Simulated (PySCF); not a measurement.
C₃H₉BFN, SMILES CCNB(C)F. Atoms are numbered in the order given.

```xyz
15

C     -2.3763     0.7010     0.1924
C     -1.4126    -0.0519    -0.7228
N     -0.3256    -0.6907    -0.0031
B      0.9987    -0.2484     0.1483
C      1.6299     1.0458    -0.4972
F      1.7985    -1.0194     0.9271
H     -2.8237     0.0229     0.9377
H     -3.1956     1.1593    -0.3846
H     -1.8461     1.4976     0.7383
H     -1.9653    -0.8112    -1.3037
H     -0.9823     0.6411    -1.4611
H     -0.5918    -1.5257     0.5102
H      2.0410     1.6879     0.3000
H      2.4825     0.7624    -1.1372
H      0.9340     1.6489    -1.0976
```

Coordinates come from a ωB97X-D3(BJ)/def2-SVP optimisation. This is a generated structure with no PubChem entry under its InChIKey; it may be hypothetical. Other conformers were not sampled.

All values below come from PySCF with M06-2X/def2-TZVP.

ESP charges are fitted to the potential on shells at 1.4 to 2.0 van der Waals radii. Atomic charges (e):

```
atom  Mulliken    IAO  Löwdin  ESP fit
----  --------  -----  ------  -------
C1       -0.38  -0.42   -0.32    -0.53
C2       -0.19  -0.12   -0.30     0.48
N3       -0.37  -0.44    0.17    -0.96
B4        0.38   0.54   -0.83     0.85
C5       -0.49  -0.60   -0.27    -0.80
F6       -0.30  -0.37    0.27    -0.38
H7        0.13   0.14    0.12     0.14
H8        0.13   0.14    0.12     0.11
H9        0.14   0.14    0.12     0.15
H10       0.14   0.13    0.13    -0.01
H11       0.14   0.14    0.14    -0.02
H12       0.24   0.27    0.20     0.40
H13       0.15   0.16    0.15     0.18
H14       0.15   0.16    0.15     0.18
H15       0.13   0.14    0.14     0.20
```

Computed Mayer and Wiberg (Löwdin basis) orders of the bonds:
| bond | Mayer | Wiberg |
|---|---|---|
| C1–C2 | 0.94 | 1.30 |
| C2–N3 | 0.90 | 1.27 |
| N3–B4 | 1.37 | 1.71 |
| B4–C5 | 1.03 | 1.30 |
| B4–F6 | 1.08 | 1.96 |
| C1–H7 | 0.97 | 0.91 |
| C1–H8 | 0.97 | 0.91 |
| C1–H9 | 0.97 | 0.90 |
| C2–H10 | 0.98 | 0.86 |
| C2–H11 | 0.98 | 0.85 |
| N3–H12 | 0.90 | 0.83 |
| C5–H13 | 0.95 | 0.86 |
| C5–H14 | 0.95 | 0.86 |
| C5–H15 | 0.96 | 0.87 |
